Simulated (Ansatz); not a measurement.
# Setting up doublet CH3ClF2Si− in Ansatz

CH3ClF2Si−: 8 atoms, total charge -1, spin state doublet. As SMILES of the parent species, `C[Si](F)(F)Cl`. The shape was relaxed beforehand at B3LYP/def2-SVP.

```xyz
8

C    -0.9050   -0.4941    0.5689
Si    0.5069    0.5712   -0.3098
F     1.7950   -0.2232    0.3871
F     0.3896   -0.1644   -1.8000
Cl    1.8633    2.3668   -1.1330
H    -0.7255   -1.5782    0.4244
H    -0.9338   -0.2878    1.6537
H    -1.8982   -0.2475    0.1530
```

Settings wanted:

| Setting | Value |
| --- | --- |
| basis set | def2-SVP |
| core potential | none |
| integral approximation | none |
| task | energy |
| method | MP2 |
| reference | UHF |
| accuracy | medium |
| frozen core orbitals | 13 |

Problem. Write the Ansatz 0.2.0 input and the command.

Solution. One that was run (others would do as well):

in.yaml:
```yaml
crystal:
  periodic: [false, false, false]
  atoms:
    - symbol: C
      position_ang: [-0.904954, -0.494074, 0.568864]
    - symbol: Si
      position_ang: [0.506891, 0.571201, -0.309777]
    - symbol: F
      position_ang: [1.794962, -0.223157, 0.387130]
    - symbol: F
      position_ang: [0.389597, -0.164423, -1.800048]
    - symbol: Cl
      position_ang: [1.863314, 2.366760, -1.133022]
    - symbol: H
      position_ang: [-0.725509, -1.578192, 0.424392]
    - symbol: H
      position_ang: [-0.933778, -0.287827, 1.653733]
    - symbol: H
      position_ang: [-1.898222, -0.247488, 0.153028]
basis:
  gaussian: {orbitals: def2-SVP}
total_charge: -1
magnetization: {spin_polarized: true, initial_magnetization: 1}
correlation: {method: mp2, frozen_orbitals: {C: 1, Cl: 5, F: 1, H: 0, Si: 5}}
```

```bash
$ ansatz run in.yaml --threads 1 --pin off --max-ram 3480MiB --events-out events.jsonl --progress --plain --runs-dir runs
```

Calculated total energy: -987.38493 Eh. Without diffuse functions such a state is poorly described.
